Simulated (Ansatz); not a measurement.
The cluster Te3Pd2, relaxed as a singlet with RKS r2SCAN-D4/def2-SVP in Ansatz, starting from the GFN2-xTB geometry. Force threshold 0.02 eV/Å.

In the def2 sets Pd, Te take a core potential; there is no spin–orbit coupling. The relaxation made no stability test and no search for a lower SCF solution. No other spin state of charge 0 was run. The structure comes from a short search, and lower isomers may exist.

Start:

Cartesian coordinates in Å:
```
Pd 0.6341 -1.1008 -0.6801
Pd -0.9818 0.3567 1.7998
Te -1.0869 -0.1233 -2.4551
Te 0.0026 1.2537 -0.3348
Te 1.4319 -0.3864 1.6702
```

Task: Estimate the energy that the relaxation releases and the steps that it takes.

Result: 0.51 eV, in 14 steps; 59 s on 4 threads of Arm Neoverse V2 on a shared host. No frequencies were taken in this run, so the end may be a saddle point.

Task: Does the start keep its bonding?

Result: Bonds formed: Pd2–Te3 (atoms count from 1). Metal–metal contacts that move far: Pd1–Pd2 3.30 to 2.70 Å. The end is the same structure that another start reached, the lowest one found.

Task: Predict the relaxed structure.

Result: 
```xyz
5

Pd    0.752   -1.104   -0.643
Pd   -1.152   -0.018    0.933
Te   -1.502   -0.114   -1.737
Te    0.520    1.457   -0.377
Te    1.383   -0.222    1.824
```
Bond lengths (bridged metal pairs left out): 6 × Pd–Te 2.59 to 2.69 Å; 2 × Te–Te 2.90 Å.
